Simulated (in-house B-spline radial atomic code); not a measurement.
Radial electron density of the cadmium ion Cd⁷⁺, [Kr] 4d5. Method: scalar-relativistic (X2C) OLYP, spin-polarised, spherical fractional occupations, Fermi nucleus of rms radius 4.6087 fm. Calculated with an all-electron radial atomic-structure program (B-spline basis).

One-electron X2C: radii and densities carry no picture-change correction, so inner-shell <1/r> comes out high (for 1s by about 2 % at Z = 33, 5 % at 54, 10 % at 75, 30 % at 118) and <r> low.

Columns: r (bohr), 4πr²n(r) (electrons per bohr), bar.

```
0.000902    1.632 #
 0.00109    2.217 #
 0.00133    3.051 ##
 0.00161    4.127 ##
 0.00195    5.561 ###
 0.00237    7.486 ####
 0.00287    9.947 ######
 0.00349    13.17 #######
 0.00423    17.16 ##########
 0.00513    22.07 ############
 0.00622     27.9 ################
 0.00755    34.59 ###################
 0.00915    41.75 #######################
  0.0111    48.94 ############################
  0.0135    55.41 ###############################
  0.0163    59.96 ##################################
  0.0198    62.05 ###################################
   0.024    61.15 ##################################
  0.0292    57.84 #################################
  0.0354    54.14 ##############################
  0.0429    52.77 ##############################
  0.0521    56.14 ################################
  0.0631     64.2 ####################################
  0.0766     73.6 #########################################
  0.0929    78.24 ############################################
   0.113    73.85 ##########################################
   0.137    62.84 ###################################
   0.166    53.72 ##############################
   0.201    53.73 ##############################
   0.244    60.55 ##################################
   0.296    62.75 ###################################
   0.359    52.28 #############################
   0.435    34.23 ###################
   0.528    20.75 ############
   0.641    17.51 ##########
   0.777    18.71 ###########
   0.943    16.87 #########
    1.14    11.28 ######
    1.39    5.251 ###
    1.68    1.808 #
    2.04   0.4295 
    2.48  0.06807 
       3 0.006712 
    3.64 0.0003406
```

On this grid the curve has 4 maxima, near 0.0198, 0.0929, 0.296, 0.777 bohr.

The 4p down radial function P(r) = rR(r), positive near the nucleus:

| r (bohr) | P |
| --- | --- |
| 0.00109 | 0.001229 |
| 0.00161 | 0.002356 |
| 0.00237 | 0.004547 |
| 0.00349 | 0.008837 |
| 0.00513 | 0.01711 |
| 0.00755 | 0.03294 |
| 0.0111 | 0.06208 |
| 0.0163 | 0.1129 |
| 0.024 | 0.1949 |
| 0.0354 | 0.3079 |
| 0.0521 | 0.4176 |
| 0.0766 | 0.4301 |
| 0.113 | 0.2057 |
| 0.166 | -0.2707 |
| 0.244 | -0.66 |
| 0.359 | -0.3866 |
| 0.528 | 0.549 |
| 0.777 | 1.2 |
| 1.14 | 0.9136 |
| 1.68 | 0.3079 |
| 2.48 | 0.03989 |
| 3.64 | 0.001254 |
